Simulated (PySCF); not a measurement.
Unknowns

PySCF 2.14 calculation with geometry: GFN2-xTB and NMR shieldings at PBE0/pcSseg-1/GIAO; rapidly exchanging positions averaged, relativity neglected, no solvent model, single conformer.

References, each an isolated molecule treated in the same way: ¹H and ¹³C vs TMS. Splittings of carbon signals by F and P are missing where no couplings were computed. Where no couplings were computed, multiplicities follow the n + 1 count of equivalent neighbours, and m marks all less simple cases (inequivalent or close neighbours, rings, F or P nearby). Shifts are as computed. Against solution values, carbons near 30 ppm lie about +3 ppm off and those near 130 ppm about +5 ppm. Of 1309 compounds with measured shifts, 239 miss one by over three times the rms of a fit or turn the order of signals round; such compounds aren't used in these exercises.

**Question.** C₈H₁₄OSi. ¹H NMR (300 MHz, computed): δ 6.41 (d, 1H), 6.21 (d, 1H), 5.91 (br s, 1H), 5.53 (d, 1H), 5.51 (m, 1H), 5.41 (br s, 1H), 4.86 (q, 2H), 1.77 (d, 3H), 0.10 (t, 3H). ¹³C{¹H} NMR (computed): δ 150.1, 149.6, 147.4, 132.0, 120.1, 111.9, 16.0, -5.9. What is it?

**Answer.** SMILES C=C(/C=C\O/C=C/C)[SiH2]C. Rings plus π bonds: 3 (no ring in the answer). 8 carbon signals for 8 carbons: no two carbons are equivalent. Carbon types of the structure: 1 × C, 4 × CH, 1 × CH2, 2 × CH3, leaving 2 H on heteroatoms. δC 150.1, 149.6: alkene carbon bearing oxygen; an sp2 carbon further deshielded by the attached heteroatom. δC 147.4: fully substituted alkene carbon; the olefinic region. δC 132.0: terminal =CH2 carbon; as expected for a trigonal carbon in a double bond. δC 120.1, 111.9: β carbon of an enol-ether or enamine type C=C.

This is the structure that produced the data.

**Question.** C₉H₁₃F. ¹H NMR (600 MHz, computed): δ 4.81 (m, 2H), 3.12 (d, 2H), 2.67 (m, 2H), 1.86 (s, 3H), 1.84 (s, 3H), 1.41 (t, 1H). ¹³C{¹H} NMR (computed): δ 137.5 (C), 133.4 (C), 89.0 (C), 83.8 (CH2), 75.0 (CH), 43.6 (CH2), 27.7 (CH2), 24.2 (CH3), 22.7 (CH3). Give a structure.

**Answer.** SMILES C#CC/C(C)=C(/C)CCF. Rings plus π bonds: 3 (no ring in the answer). 9 carbon signals for 9 carbons: no two carbons are equivalent. Carbon types of the structure: 3 × C, 1 × CH, 3 × CH2, 2 × CH3, which accounts for all hydrogens. δC 137.5, 133.4: fully substituted alkene carbon; as expected for a trigonal carbon in a double bond. δC 89.0: alkyne carbon; sp carbons lie upfield of alkene carbons because the cylindrical π system leaves one tensor component strongly shielded. δC 83.8: sp3 CH2 bonded to F; pulled downfield by the heteroatom. δC 75.0: terminal alkyne carbon; sp carbons lie upfield of alkene carbons because the cylindrical π system leaves one tensor component strongly shielded.

This is the structure that produced the data.
